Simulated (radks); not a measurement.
Values are calculated unless marked as measured or tabulated.
How relativity changes the ionisation of the magnesium ion Mg3+ ([He] 2s2 2p5) to Mg4+ ([He] 2s2 2p4). Spin-unpolarised spherical Kohn-Sham, LDA (Slater exchange, Perdew-Wang correlation), point nucleus unless stated (finite: rms radius 3.057 fm), a radial shooting solver on a logarithmic mesh with Libxc functionals. A level marked "c x" has the speed of light scaled by that factor and shares open shells by 2j + 1; other Dirac levels either fill j = l - 1/2 first or share by 2j + 1.

| level | E(Mg3+) (hartree) | E(Mg4+) (hartree) | IE (eV) | HOMO | <r> HOMO (bohr) |
|---|---|---|---|---|---|
| non-rel. | -195.29941 | -191.17162 | 112.32 | 2p | 0.6421 |
| scalar-rel. | -195.61944 | -191.49149 | 112.33 | 2p | 0.6417 |
| scalar-rel., finite nucleus | -195.61935 | -191.49139 | 112.33 | 2p | 0.6417 |
| Dirac, 2j+1 shares | -195.61956 | -191.49159 | 112.33 | 2p3/2 | 0.6423 |
| Dirac, low j first | -195.62352 | -191.50039 | 112.20 | 2p3/2 | 0.6423 |
| Dirac, 2j+1 shares, finite nucleus | -195.61946 | -191.49149 | 112.33 | 2p3/2 | 0.6423 |
| Dirac, c x 3 | -195.33486 | -191.20705 | 112.32 | 2p3/2 | 0.6421 |
| Dirac, c x 10 | -195.30260 | -191.17481 | 112.32 | 2p3/2 | 0.6421 |
| Dirac, c x 100 | -195.29944 | -191.17165 | 112.32 | 2p3/2 | 0.6421 |

NIST Atomic Spectra Database: 109.27 eV (semi-empirical). The relativistic part of the total energy of Mg3+ is -0.32 hartree (Dirac, 2j+1 shares, finite nucleus), 0.16 % of the non-relativistic value. Spin polarisation and multiplet splitting of open shells are left out at every level.

Beside tabulated values, note that spin-unpolarised runs miss the spin-polarisation part of the exchange energy of open shells.
